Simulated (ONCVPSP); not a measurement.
## Building the ONCV potential for Fe (PBE, fully relativistic).

* Element: Fe (Z = 26)
* Generator: ONCVPSP 4.0.1
* Type: optimised norm-conserving Vanderbilt (ONCV)
* Functional: PBE
* Relativity: fully relativistic
* Frozen core: [Ne]
* Valence charge: 16
* Reference configuration: 3s2 3p6 3d6 4s1 (charge +1)
* Partial waves: 3s+4s: rc 1.15 bohr, ncon 5, nbas 10, qcut 8.8 1/bohr, 2 projectors; 3p: rc 0.85 bohr, ncon 3, nbas 6, qcut 11.8 1/bohr, 2 projectors, debl 3.7 Ha; 3d: rc 1.05 bohr, ncon 4, nbas 8, qcut 16.4 1/bohr, 2 projectors, debl 2.4 Ha
* Local potential: polynomial inside 0.65 bohr (lpopt 5, dvloc0 4 Ha)
* Core correction: Teter function fitted to the true core (icmod 2), fcfact 0.5

Open shells are filled in proportion to 2j + 1.

- Cutoffs needed: 92 Ha and 148 Ha (the cutoffs (Ha) at which the residual kinetic energy of the hardest occupied pseudo-wave falls to 1 and 0.1 mHa per electron)
- Ghost test: no bound ghost flagged; no localised positive-energy state flagged
- Largest excitation error: +2.5 meV (all-electron minus pseudo) for 3s2 3p6 3d5 4s0, out of 4 test configurations
- rms error of d²Exc/dni dnj: 7.97 mHa without and 6.83 mHa with the model core
